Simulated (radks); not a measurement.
Excited configurations of neutral silver: one electron is placed in a higher orbital outside [Kr] 4d10. The ground configuration is [Kr] 4d10 5s1. Calculated with a radial shooting solver on a logarithmic mesh with Libxc functionals: Dirac Kohn-Sham, PBEsol, spin-unpolarised, spherical densities, finite nucleus; open shells fill j = l - 1/2 first; Fermi nuclear charge, rms radius 4.5454 fm. Excitation = E - E(ground); binding = E(ion) - E, where the ion is the core of charge +1; n* = 1/sqrt(2 binding) in atomic units, and the quantum defect is n - n*.

| outer orbital | excitation (eV) | binding (eV) | n* | quantum defect |
|---|---|---|---|---|
| 4f5/2 | 6.849 | 0.898 | 3.891 | 0.109 |
| 5p1/2 | 3.827 | 3.921 | 1.863 | 3.137 |
| 5d3/2 | 6.206 | 1.542 | 2.971 | 2.029 |
| 5f5/2 | 7.131 | 0.617 | 4.695 | 0.305 |
| 6s1/2 | 5.289 | 2.459 | 2.352 | 3.648 |
| 6p1/2 | 5.979 | 1.769 | 2.773 | 3.227 |
| 6d3/2 | 6.791 | 0.956 | 3.772 | 2.228 |
| 7s1/2 | 6.461 | 1.287 | 3.251 | 3.749 |
| 7p1/2 | 6.732 | 1.016 | 3.659 | 3.341 |
| 7d3/2 | 7.103 | 0.645 | 4.593 | 2.407 |
| 7f5/2 | 7.412 | 0.335 | 6.369 | 0.631 |

The Delta-SCF ionisation energy is 7.748 eV (NIST Atomic Spectra Database: 7.576 eV, measured). Self-interaction in the functional shifts the binding energies and quantum defects, so they are the method's values and not measured ones. Spin polarisation and multiplet splitting are left out, so open shells lie too high by an amount that depends on their filling.

Beside tabulated values, note that spin-unpolarised runs miss the spin-polarisation part of the exchange energy of open shells.
